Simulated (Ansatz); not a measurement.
One change: `O[B](F)[GeH3]` becomes `O[B](F)[InH2]`.

Ansatz, PBE0-D4/def2-TZVP geometries, multiplicity 1. Each molecule was computed in one conformer, which needn't be the lowest.

Elements past krypton have def2 core potentials. Scalar relativity is left out up to krypton.

```
                                                                                  property  `O[B](F)[GeH3]`
                                                         LUMO energy (PBE/def2-TZVPP) / eV            -1.44
                                                   HOMO–LUMO gap (ωB97M-V/def2-TZVPP) / eV            12.13
                                                         HOMO energy (PBE/def2-TZVPP) / eV            -7.17
                                          size of the dipole moment (B3LYP/def2-TZVPP) / D             2.00
                                            size of the dipole moment (PBE/def2-TZVPP) / D             1.89
ideal-gas entropy at 298 K and 1 bar (rigid rotor, harmonic PBE0-D4/def2-TZVP) / J/(mol·K)              329
```

Question: What does the change do to each property? (An estimate is asked.)

Answer: Ansatz gave: 
| property | `O[B](F)[InH2]` | shift |
| --- | --- | --- |
| LUMO energy (PBE/def2-TZVPP) / eV | -2.78 | -1.34 |
| HOMO–LUMO gap (ωB97M-V/def2-TZVPP) / eV | 8.98 | -3.15 |
| HOMO energy (PBE/def2-TZVPP) / eV | -6.27 | 0.90 |
| size of the dipole moment (B3LYP/def2-TZVPP) / D | 2.03 | 0.03 |
| size of the dipole moment (PBE/def2-TZVPP) / D | 1.94 | 0.05 |
| ideal-gas entropy at 298 K and 1 bar (rigid rotor, harmonic PBE0-D4/def2-TZVP) / J/(mol·K) | 342 | 13 |

With PBE0 the HOMO rises by 1.04 eV and the LUMO falls by 1.54 eV, so the gap narrows by about 2.58 eV. PBE moves the HOMO by 0.90 eV and ωB97M-V by 1.10 eV. The zero-point energy changes by -31.4 kJ/mol with -3 modes. Dipoles are sizes alone; their direction can turn. Modes under 60 cm⁻¹, often nearly free rotors, make the harmonic entropy too high.

B3LYP here is the variant with VWN-RPA as its local correlation; programs differ in this.
